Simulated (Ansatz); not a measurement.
Reaction (atomization): `F[SiH]1[S][SnH2]1` → F• + 3 H• + S• + Si• + Sn•

Isolated molecules relaxed with PBE0-D4/def2-TZVP in Ansatz; ΔE leaves out vibrations. CCSD(T)/CBS adds triple-zeta CCSD(T) − MP2 to the extrapolated MP2 energy (def2 sets, frozen cores). This one scheme is used for every species, atoms too. DFT in def2-TZVPP. B3LYP here is the variant with VWN-RPA as its local correlation; programs differ in this. Open shells (•) are unrestricted, without spin–orbit coupling. Spin–orbit coupling would lower the free atoms: a little for F, S, Si; strongly for Sn. def2 core potentials past Kr. For Sn outer-core shells are correlated without core-valence functions, so the limit isn't a true one: a few kJ/mol of doubt a bond, and 10 to 20 or more in all where bonds break to atoms.

```json
{"level": "B3LYP", "ΔE (kcal/mol)": "480.1"}
{"level": "BHLYP", "ΔE (kcal/mol)": "467.7"}
{"level": "HF/def2-SVP", "ΔE (kcal/mol)": "327.4"}
{"level": "HF/def2-QZVPP", "ΔE (kcal/mol)": "343.8"}
```

Q: What does CCSD(T)/CBS give? (Best estimate.)

A: Computed: +500.3 kcal/mol. The listed levels differ from it by -20.2, -32.6, -172.9, -156.5 kcal/mol.

Largest T1 diagnostic among the species: 0.015.

At CCSD(T), def2-SVP lies −58.2 kcal/mol from the extrapolated value and def2-TZVPP −20.1 kcal/mol: correlation converges slowly with the basis, and small sets miss more of it in the bonded molecule than in its fragments. From PBE to PBE0 (25 % exact exchange), in def2-TZVPP and without D4, ΔE moves by −8.3 kcal/mol: exact exchange takes away binding that semilocal exchange gives to molecules. The D4 term adds +7.8 kcal/mol with B3LYP and +4.0 kcal/mol with PBE0; it sums over pairs of atoms, weighted by their polarisabilities, and B3LYP, whose exchange is more repulsive, gets the larger term.

For atomizations the MP2-based limit and the directly extrapolated one differ by several kJ/mol either way, and by 10 to 25 for some Ge, Se and Sn compounds, so smaller differences from it don't rank the levels.
